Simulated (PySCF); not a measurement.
BI2, charge +1, multiplicity 1. Atoms are numbered in the order given.

```xyz
3

I      0.0000     0.0000    -1.9618
B      0.0000     0.0000     0.0000
I      0.0000     0.0000     1.9618
```
Charge +1, spin multiplicity 1.

Geometry: ωB97X-D3(BJ)/def2-TZVP. The multiplicity is an assumed one; other spin states were not compared. The isomer is the one that the SMILES or the coordinates give; other isomers of the formula were not compared. The def2 effective core potentials stand for the cores of I; spin–orbit coupling is left out.

Level of theory: PySCF with r2SCAN/def2-TZVPD.

Mulliken values depend strongly on the basis, most of all with diffuse functions as here. ESP charges are fitted to the potential on shells at 1.4 to 2.0 van der Waals radii. Atomic charges (e):

```json
[
 {"atom": "I1", "ESP fit": "?", "Mulliken": "0.39"},
 {"atom": "B2", "ESP fit": "?", "Mulliken": "0.21"},
 {"atom": "I3", "ESP fit": "?", "Mulliken": "0.39"}
]
```

**Question.** What belongs in the gaps? (An estimate is asked for; the answer gives what the named calculation found.)

**Answer.** 
- I1, ESP fit: 0.63
- B2, ESP fit: -0.25
- I3, ESP fit: 0.63
